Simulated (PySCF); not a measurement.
# One molecule, several mistakes: CGe2H6N cation

All numbers below are calculated, not measured. They come from PySCF 2.14.0, an open-source quantum chemistry program, on an isolated molecule that a program drew, which may never have been made. The molecule is CGe2H6N cation (charge +1, singlet), drawn as the SMILES string `[CH3][GeH]=[N][GeH2+]`.

Each row is a Hartree-Fock (HF) and frozen-core CCSD(T) single point in the cc-pVDZ basis, meant for a local HF minimum. Run 1 is clean. Each other run has one planted mistake out of seven kinds, and not every kind appears here: one electron removed, one electron added, multiplicity raised by two, geometry at a saddle point, minimal basis STO-3G, one bond length entered in bohr, all coordinates scaled. The reference is restricted for singlets and unrestricted otherwise, and also for a bond in bohr. Adding or removing an electron swaps singlet and doublet. Electrons count all cores. HOMO and LUMO are orbital energies over both spins, the gradient is its largest component, and the lowest frequency (negative if imaginary) is given only where the gradient is small. Bond lengths are over the 9 bonds as drawn. T1 is the CCSD diagnostic: over 0.02 (restricted) or 0.045 (unrestricted) a single reference is doubtful. Germanium has the cc-pVDZ-PP basis, with a core potential (ECP10MDF) in place of its 10 inner electrons, and its 3s, 3p and 3d shells are frozen in CCSD(T).

Geometry of the clean run:
```xyz
10
CGe2H6N cation, angstrom
C     2.7208    1.0413   -0.0152
Ge    1.3292   -0.2650   -0.2438
N    -0.3067    0.1634   -0.3621
Ge   -1.9533    0.4829   -0.4881
H     2.2922    2.0404    0.0265
H     3.4183    0.9627   -0.8513
H     3.2620    0.8219    0.9071
H     1.6634   -1.7413   -0.3265
H    -2.5758    0.7399   -1.8408
H    -2.8135    0.5405    0.7529
```

| run | electrons | basis functions | <S^2> | HOMO (eV) | LUMO (eV) | gradient (hartree/bohr) | lowest frequency (cm^-1) | mean bond (Å) | longest bond (Å) | T1 | HF (hartree) | CCSD(T) (hartree) | mistake |
|---|---|---|---|---|---|---|---|---|---|---|---|---|---|
| 1 | 82 | 104 | 0.000 | -15.27 | -3.33 | 2.2e-05 | 70 | 1.4566 | 1.922 | 0.0209 | -682.29218 | -682.83236 | no fault |
| 2 | 82 | 104 | 2.041 | -11.01 | -5.06 | 1.6e-01 | - | 1.4566 | 1.922 | 0.0213 | -682.18898 | -682.68743 | multiplicity raised by two |
| 3 | 82 | 104 | 0.912 | -14.35 | -4.45 | 1.8e-02 | - | 1.6059 | 2.856 | 0.0313 | -682.19457 | -682.71801 | one bond length entered in bohr |
| 4 | 82 | 104 | 0.000 | -14.29 | -3.52 | 5.4e-02 | - | 1.5906 | 2.099 | 0.0289 | -682.21655 | -682.78865 | all coordinates scaled |
| 5 | 81 | 104 | 0.763 | -21.51 | -11.40 | 1.2e-01 | - | 1.4566 | 1.922 | 0.0243 | -681.81657 | -682.29955 | ? |

**Which mistake was planted in run 5, and what did it cost?**

It counts 81 electrons, one fewer than the clean run, at the same geometry and basis. So the mistake is: one electron removed. Subtracting run 1 and multiplying by 627.51 kcal/mol a hartree, the energy moved by 298.4 kcal/mol in HF and 334.3 kcal/mol in CCSD(T).

Cautions from the logs. Run 1: T1 is over the limit, so its CCSD(T) energy is less reliable; run 4: T1 is over the limit, so its CCSD(T) energy is less reliable.
